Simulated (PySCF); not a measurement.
Zn(Me) (CH3Zn), SMILES [CH3][Zn+], charge +1.

The structure is a stationary point at B3LYP-D3(BJ)/def2-TZVP. The multiplicity is an assumed one; other spin states were not compared. The isomer is the one that the SMILES or the coordinates give; other isomers of the formula were not compared.

Level of theory: M06-2X/def2-TZVPD in PySCF.

Symmetry labels are those of the subgroup Cs that the program uses (full group C3v).

**Question.** List the valence orbital energies around the gap with their symmetry. (The exact figures need the calculation; the answer reports its results.)

**Answer.** 
```csv
orbital,symmetry,energy (eV)
HOMO−7,A",-24.80
HOMO−6,A',-24.80
HOMO−5,A",-24.77
HOMO−4,A',-24.77
HOMO−3,A',-24.57
HOMO−2,A",-18.84
HOMO−1,A',-18.84
HOMO,A',-15.52
LUMO,A',-8.74
LUMO+1,A",-5.49
LUMO+2,A',-5.49
LUMO+3,A',-3.53
```
